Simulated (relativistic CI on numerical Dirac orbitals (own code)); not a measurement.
Ni9+: sensitivity of the levels to the model

Base calculation: Dirac-Coulomb-Breit CI, separate exchange-only KLI orbitals for each configuration, model QED (radiative potential, 1s self-energy scaled to tabulated hydrogen-like ionisation energies), unscaled Slater integrals.

Configurations in the expansion (outside the closed core [Ne]): 3s²3p⁶3d, 3s²3p⁵3d², 3s3p⁶3d², 3s²3p⁶4s, 3s²3p⁶4p, 3s²3p⁶4d, 3s²3p⁶4f, 3s²3p⁶5s, 3s²3p⁵3d4s, 3s²3p⁶5p, 3s²3p⁶5d, 3s²3p⁵3d4p, 3s²3p⁶5f, 3s²3p⁶5g, 3s²3p⁶6s, 3s²3p⁶6p, 3s²3p⁵3d4d, 3s²3p⁶6d, 3s3p⁶3d4s, 3s²3p⁶7s, 3s²3p⁶7p, 3s²3p⁵3d4f, 3s3p⁶4s², 3s3p⁶3d4p, 3p⁶3d³, 3p⁵3d⁴. Double excitations out of closed p, d and f shells are left out; levels of such configurations are missing from the list, as are those of other unlisted configurations, and high levels can miss mixing partners. These lack a partner that the ground configuration has and come out too high: 3s²3p⁵3d4s, 3s²3p⁵3d4p, 3s²3p⁵3d4d, 3s²3p⁵3d4f.

Variants: (1) configuration mixing switched off; (2) one mean potential for all configurations. Shifts of the energy above 3s²3p⁶3d ²D3/2, in cm⁻¹, for the lowest level and the first level of each name with at least 55 % of one term (blank where a level changes its place among those of its configuration and J or its character, or is not in the variant):

```
            Level    Base   Δ(1)  Δ(2)
   3s²3p⁶3d ²D3/2       0      0     0
   3s²3p⁶3d ²D5/2    3102    +21    +2
 3s²3p⁵3d² ⁴D°1/2  451813  -3486   -27
 3s²3p⁵3d² ⁴D°3/2  453221  -3487   -27
 3s²3p⁵3d² ⁴D°5/2  455576  -3488   -26
 3s²3p⁵3d² ⁴D°7/2  459014  -3486   -25
3s²3p⁵3d² ⁴G°11/2  478448  -3678    +3
 3s²3p⁵3d² ⁴G°9/2  480412  -3679    +2
 3s²3p⁵3d² ⁴G°7/2  483176  -3677     0
 3s²3p⁵3d² ⁴P°5/2  484821  -3641   -15
 3s²3p⁵3d² ⁴G°5/2  486276  -3657    -2
 3s²3p⁵3d² ⁴P°3/2  489329  -3631   -16
 3s²3p⁵3d² ⁴P°1/2  492897  -3632   -16
 3s²3p⁵3d² ⁴F°3/2  496695  -3624   -17
 3s²3p⁵3d² ⁴F°9/2  499868  -3656    -9
 3s²3p⁵3d² ⁴F°7/2  501473  -3648    -9
 3s²3p⁵3d² ²F°5/2  505642  -3385   -18
 3s²3p⁵3d² ²F°7/2  510721  -3351   -18
 3s²3p⁵3d² ²P°1/2  516579  -3422   -40
3s²3p⁵3d² ²H°11/2  522374  -3785    +3
 3s²3p⁵3d² ²P°3/2  526139  -3320   -40
 3s²3p⁵3d² ²G°7/2  529395  -3707    -7
```

At this charge energies of transitions that change n are usually good to better than 1 %, and those within a shell (Δn = 0) to a few per cent.

Ionisation energy from the two ground configurations alone: base 223.094 eV. The NIST ASD value (semi-empirical) is 224.7 eV.

LS names give the leading component of a level, which can be under half, so a name can repeat, a term be missing and a line seem to break the LS rules.
